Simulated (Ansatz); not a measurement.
# Counterpoise correction, worked out

The pair of Li⁺ (SMILES [Li+], atom 1) and BF4⁻ (SMILES F[B-](F)(F)F, atoms 2–6), both closed shells, in one local arrangement (a lower one may exist), relaxed at PBE0-D4/def2-TZVP:

```
6
angstrom
Li 0.0167 0.1136 -1.8452
F 1.0122 0.4439 1.2169
B -0.0042 -0.0287 0.4656
F 0.5127 -0.9703 -0.5415
F -1.0353 -0.5894 1.1316
F -0.5020 1.0309 -0.4275
```

Ansatz 0.2.0; basis: def2-TZVPPD; cores frozen in the correlated methods. The outer core shell of Li, Na, Mg and K is correlated.

CCSD(T) total energies in eV:

| system | geometry | basis functions | energy |
| --- | --- | --- | --- |
| pair | pair | all | -11744.02693 |
| Li⁺ | as in the pair | all (partner as ghosts) | -197.85118 |
| BF4⁻ | as in the pair | all (partner as ghosts) | -11539.74883 |
| Li⁺ | as in the pair | its own | -197.84251 |
| BF4⁻ | as in the pair | its own | -11539.72744 |
| Li⁺ | free (PBE0-D4 minimum) | its own | -197.84251 |
| BF4⁻ | free (PBE0-D4 minimum) | its own | -11539.99759 |

Problem. Work out the interaction energy with and without the counterpoise correction, the superposition error, and the binding energy from the relaxed fragments.

Solution. Without correction: -11744.02693 − (-197.84251) − (-11539.72744) = -6.45698 eV.
With correction (each fragment in the whole basis): -11744.02693 − (-197.85118) − (-11539.74883) = -6.42692 eV = -148.21 kcal/mol.
The superposition error is the difference, 0.03006 eV, 0 % of the uncorrected value: each fragment borrows its partner's functions.
Deformation from the free shapes: 0.00000 eV for Li⁺ and 0.27015 eV for BF4⁻.
Binding energy from relaxed fragments: -6.42692 + 0.00000 + 0.27015 = -6.15677 eV = -141.98 kcal/mol (electronic, without zero-point energy; negative means bound). The deformation is large: the pair is on the way to a chemical bond or a shared proton. For comparison, the corrected interaction energy by CCSD(T) at an estimated basis limit (MP2 extrapolated from triple and quadruple zeta, plus CCSD(T) − MP2 in triple zeta) is -6.509 eV; triple zeta with the correction binds less.

No T1 diagnostic of these runs exceeds 0.013.

For scale, one of the runs: CCSD(T)/def2-TZVPPD, 219 basis functions, launched by `ansatz run in.yaml --threads 4 --pin off --events-out ev --progress --plain --max-ram 9574MiB`. The run took 29 s on 4 CPU threads of an Arm Neoverse V2 (shared host), with 2.6 GiB of host memory at its peak.
